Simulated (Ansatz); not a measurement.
Ideal-gas functions of `C[O][Cu-][OH2+]` at 600 K and 1 bar, from an Ansatz frequency run at PBE0-D4/def2-TZVP.

Molar mass 112.6 g/mol, point group Cs (symmetry number 1), electronic degeneracy 1, moments of inertia 13.196, 227.792, 235.412 u Å². Harmonic wavenumbers (cm⁻¹, unscaled): 73, 101, 102, 158, 230, 375, 451, 588, 595, 1140, 1167, 1195, 1473, 1483, 1493, 1623, 2926, 2956, 2987, 3806, 3898.

Use S(trans) = R[1.5 ln M + 2.5 ln T − 1.1517]; rotational temperatures θ = 24.2544 K / I; S(rot) = R[ln(√π/σ · √(T³/θAθBθC)) + 1.5]; for each mode x = 1.438777 ν̃/T, S = R[x/(eˣ − 1) − ln(1 − e⁻ˣ)] and H = RT x/(eˣ − 1); 1 cm⁻¹ = 0.0119627 kJ/mol; R = 8.31446 J/(mol·K).

Q: By hand: the entropy, in J/(mol·K).

A: Translation 182.3. Rotation: θ = 1.838, 0.1065, 0.103 K, giving 113.2. Vibration, mode by mode: 22.81, 20.12, 20.04, 16.43, 13.37, 9.47, 8.06, 6.11, 6.03, 2.14, 2.03, 1.93, 1.13, 1.11, 1.09, 0.85, 0.06, 0.06, 0.05, 0.01, 0.01, in all 132.9. Electronic 0.0. Sum 428.4 J/(mol·K).

Q: By hand: H − E and G − E in kJ/mol, counted from the electronic energy.

A: Zero-point energy ½ × 28820 × 0.0119627 = 172.4; thermal vibration 36.4; translation, rotation and pV give 4 RT = 20.0. H − E = 228.8 kJ/mol, and G − E = 228.8 − 600 × 428.4/1000 = -28.2 kJ/mol.

Vibration gives 31 % of the entropy, 63.0 J/(mol·K) of it from the modes under 150 cm⁻¹: soft modes count most, and the harmonic formula is weakest for them. The sum counts one conformer and one mirror image; others add a mixing term.
